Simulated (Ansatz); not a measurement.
One change: `C=C1O[SiH]1N` becomes `C=C1O[Si]1(C)N`.

Ansatz, PBE0-D4/def2-TZVP geometries, multiplicity 1. Each molecule was computed in one conformer, which needn't be the lowest.

```csv
property,`C=C1O[SiH]1N`
HOMO–LUMO gap (PBE/def2-TZVPP) / eV,4.61
HOMO energy (PBE0/def2-TZVPP) / eV,-6.64
LUMO energy (PBE/def2-TZVPP) / eV,-0.86
HOMO–LUMO gap (B3LYP/def2-TZVPP) / eV,6.21
HOMO–LUMO gap (PBE0/def2-TZVPP) / eV,6.68
LUMO energy (PBE0/def2-TZVPP) / eV,0.04
```

Problem. Give the same properties after the change, and the shifts. (An estimate is asked.)

Solution. The calculation gave: 
```tsv
property	`C=C1O[Si]1(C)N`	shift
HOMO–LUMO gap (PBE/def2-TZVPP) / eV	4.73	0.12
HOMO energy (PBE0/def2-TZVPP) / eV	-6.44	0.20
LUMO energy (PBE/def2-TZVPP) / eV	-0.53	0.33
HOMO–LUMO gap (B3LYP/def2-TZVPP) / eV	6.34	0.13
HOMO–LUMO gap (PBE0/def2-TZVPP) / eV	6.84	0.16
LUMO energy (PBE0/def2-TZVPP) / eV	0.40	0.36
```

With PBE0 the HOMO rises by 0.20 eV and the LUMO rises by 0.36 eV, so the gap widens by about 0.16 eV. PBE moves the HOMO by 0.21 eV and ωB97M-V by 0.19 eV.

Positive LUMOs are unbound, so they and the gaps depend on the basis.

B3LYP here is the variant with VWN-RPA as its local correlation; programs differ in this.
